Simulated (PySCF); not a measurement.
Ligands exchanged one at a time, Sn F-H. Isolated molecules, 0 K electronic values unless said otherwise. Strings in code marks are SMILES.

The S1 excitation (TDA) from two functionals at the same geometries (PBE0-D3(BJ)/def2-TZVP), both in PySCF: PBE-D3(BJ)/def2-TZVP and M06-2X/def2-TZVP. Excitations are Tamm–Dancoff values on a coarser integration grid. The basis has no diffuse functions, so Rydberg states are missing or too high.

```
species                                          PBE-D3(BJ)/def2-TZVP (eV)  M06-2X/def2-TZVP (eV)
-----------------------------------------------  -------------------------  ---------------------
0 of 4 F replaced by H (`[F][Sn]([F])([F])[F]`)                       5.78                   7.86
1 of 4 F replaced by H (`[F][SnH]([F])[F]`)                           6.44                   8.59
3 of 4 F replaced by H                                                6.41                   7.28
```

Over these rows, drawn at random from the members with no instability flagged (it was tested for open shells, ions and some series alone), PBE minus M06-2X: mean -1.70 eV, from -2.16 eV to -0.87 eV.
